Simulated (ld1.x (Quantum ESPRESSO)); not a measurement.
The numbers below are computed, except where a source is named.
# Potentials for S compared

Generated with ld1.x 7.5 (TM, RRKJ, ultrasoft, PAW), atompaw 4.2 or ONCVPSP 4.0.1. The cutoff is in Ry: for ld1.x and atompaw files where the sum of valence levels is converged to 10 mRy in a Bessel basis, for ONCV files where the hardest occupied wave has 1 mHa per electron of residual kinetic energy. The error is the largest all-electron minus pseudo excitation energy over each file’s own four to seven test configurations (ionisations up to +4, promotions, holes and added fractions of an electron), all of which were solved. The labels leave out finer settings (local radius, basis sizes, second energies), which also bear on the numbers. Spin-polarised tests are not counted. The rows are a selection from randomly drawn settings: files with unsolved tests, undetermined cutoffs or missed reference levels are left out.

| potential | cutoff (Ry) | largest error (meV) | bound ghosts |
| --- | --- | --- | --- |
| TM, PBEsol, scalar-relativistic, rc 1.20/1.35/1.25 (spd), local smoothed, core correction yes, reference 3s2 3p4 | 50 | +253 | none |
| TM, Wu–Cohen, scalar-relativistic, rc 1.10/1.45 (sp), local s, core correction no, reference 3s1.5 3p4.5 | 55 | +309 | none |
| PAW, BLYP, non-relativistic, rc 1.40/1.90 (sp), local smoothed, core correction yes, reference 3s2 3p4 | 18 | -33 | none |
| TM, PBE, scalar-relativistic, rc 1.55/1.15 (sp), local s, core correction no, reference 3s1.75 3p4.25 | 80 | +141 | none |
| TM, PBE, fully relativistic, rc 1.45/1.60/1.60 (spd), local s, core correction yes, reference 3s2 3p4 | 40 | +222 | none |
| TM, PBEsol, scalar-relativistic, rc 1.15/1.25/1.05 (spd), local s, core correction yes, reference 3s2 3p4 | 70 | +162 | none |

Question: Fill in the row for S: ultrasoft, revPBE, scalar-relativistic, rc 1.30/1.35 (sp), local smoothed, core correction no, reference 3s2 3p4.

Answer: cutoff 21 Ry, largest error +158 meV, bound ghosts: none.

Question: Fill in the row for S: RRKJ, PBE, scalar-relativistic, rc 1.00/1.20 (sp), local s, core correction yes, reference 3s2 3p2.

Answer: cutoff 90 Ry, largest error +40 meV, bound ghosts: none.
